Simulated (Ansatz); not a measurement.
Ansatz (a quantum-chemistry and plane-wave program) input (PBE/6-31G* with LANL2DZ past Ar): The .json file joins the Basis Set Exchange's 6-31G* for atoms up to Ar and LANL2DZ past it.

Ansatz 0.2 input:
```yaml
crystal:
  periodic: [false, false, false]
  atoms:
    - {symbol: Y, position_ang: [-0.05165255, 0.09391166, 0.22549220]}
    - {symbol: F, position_ang: [-1.59608398, -1.15803817, -0.28261149]}
    - {symbol: F, position_ang: [0.09623841, 1.67458215, -1.07467136]}
    - {symbol: F, position_ang: [1.72367328, -0.92349452, 0.38014998]}
basis:
  gaussian:
    orbitals: 6-31Gs+LANL2DZ.json
hamiltonian:
  xc: {name: PBE}
total_charge: -1
magnetization: {spin_polarized: true, initial_magnetization: 1}
relax: {f_tol: 0.003, max_steps: 120}
```

From the last part of the output:

```
mean field -9182.68227378 eV, -337.4573493159 hartree, gradient 3.3e-5 eV, S^2 0.750647; 0 other end points of the search recorded, 0 dependent functions left out
the calculation of the forces begins
reference -9182.68233404 eV, -337.4573515303 hartree; 20, 19 occupied and 47, 48 virtual orbitals, 635 factors
relax step   1: F+E_penalty+E_count = -9182.68227378 eV  Δ(F+E_penalty+E_count) = +0.000e0 eV  max|allowed force component| = 4.905e-1 eV/Å  Δτ_max = 0.0000 Å  (33 SCF iters, accepted)
these checks for a lower state are left out or cut short: starts, cluster_reference, orbital_swaps, neighbouring_geometries, increment
integrals: 0.02 GiB planned
635 factors; their error is unknown
mean field: 0.18 GiB planned
mean field -9182.70645801 eV, -337.4582380699 hartree, gradient 1.8e-5 eV, S^2 0.750604; 0 other end points of the search recorded, 0 dependent functions left out
the calculation of the forces begins
reference -9182.70651788 eV, -337.4582402702 hartree; 20, 19 occupied and 47, 48 virtual orbitals, 635 factors
relax step   2: F+E_penalty+E_count = -9182.70645801 eV  Δ(F+E_penalty+E_count) = -2.418e-2 eV  max|allowed force component| = 9.347e-2 eV/Å  Δτ_max = 0.0281 Å  (31 SCF iters, accepted)
these checks for a lower state are left out or cut short: starts, cluster_reference, orbital_swaps, neighbouring_geometries, increment
integrals: 0.02 GiB planned
635 factors; their error is unknown
mean field: 0.19 GiB planned
mean field evaluation 32: about -9182.7071 eV, gradient 5.4e-4 eV
mean field -9182.70714530 eV, -337.4582633272 hartree, gradient 1.1e-5 eV, S^2 0.750607; 0 other end points of the search recorded, 0 dependent functions left out
the calculation of the forces begins
reference -9182.70720522 eV, -337.4582655292 hartree; 20, 19 occupied and 47, 48 virtual orbitals, 635 factors
relax step   3: F+E_penalty+E_count = -9182.70714530 eV  Δ(F+E_penalty+E_count) = -6.873e-4 eV  max|allowed force component| = 6.452e-3 eV/Å  Δτ_max = 0.0046 Å  (27 SCF iters, accepted)
these checks for a lower state are left out or cut short: starts, cluster_reference, orbital_swaps, neighbouring_geometries, increment
integrals: 0.02 GiB planned
635 factors; their error is unknown
mean field: 0.19 GiB planned
mean field -9182.70716659 eV, -337.4582641098 hartree, gradient 8.7e-6 eV, S^2 0.750606; 0 other end points of the search recorded, 0 dependent functions left out
the calculation of the forces begins
reference -9182.70722650 eV, -337.4582663113 hartree; 20, 19 occupied and 47, 48 virtual orbitals, 635 factors
relax step   4: F+E_penalty+E_count = -9182.70716659 eV  Δ(F+E_penalty+E_count) = -2.129e-5 eV  max|allowed force component| = 3.046e-3 eV/Å  Δτ_max = 0.0020 Å  (27 SCF iters, accepted)
these checks for a lower state are left out or cut short: starts, cluster_reference, orbital_swaps, neighbouring_geometries, increment
integrals: 0.02 GiB planned
635 factors; their error is unknown
mean field: 0.18 GiB planned
mean field -9182.70717989 eV, -337.4582645986 hartree, gradient 1.8e-5 eV, S^2 0.750603; 0 other end points of the search recorded, 0 dependent functions left out
the calculation of the forces begins
reference -9182.70723977 eV, -337.4582667991 hartree; 20, 19 occupied and 47, 48 virtual orbitals, 635 factors
relax step   5: F+E_penalty+E_count = -9182.70717989 eV  Δ(F+E_penalty+E_count) = -1.330e-5 eV  max|allowed force component| = 1.737e-4 eV/Å  Δτ_max = 0.0032 Å  (27 SCF iters, accepted)
integrals: 0.02 GiB planned
635 factors; their error is unknown
mean field: 0.18 GiB planned
mean field evaluation 64: about -9180.5022 eV, gradient 6.1e0 eV
mean field -9182.70717989 eV, -337.4582645986 hartree, gradient 1.8e-5 eV, S^2 0.750603; 1 other end points of the search recorded, 0 dependent functions left out
the calculation of the forces begins
reference -9182.70723977 eV, -337.4582667991 hartree; 20, 19 occupied and 47, 48 virtual orbitals, 635 factors
Total energy: -9182.70723977 eV, -337.4582667991 hartree
Atom 0 at    -0.049989     0.090656     0.217817 Å, force     0.000023    -0.000083    -0.000174 eV/Å
Atom 1 at    -1.573747    -1.142932    -0.280622 Å, force     0.000090     0.000090     0.000059 eV/Å
Atom 2 at     0.095530     1.650630    -1.061734 Å, force    -0.000016    -0.000068     0.000093 eV/Å
Atom 3 at     1.700381    -0.911393     0.372899 Å, force    -0.000097     0.000061     0.000021 eV/Å
Dipole moment:     0.094646    -0.172270    -0.413521 e Å
```

The dipole moment of an ion depends on the origin.
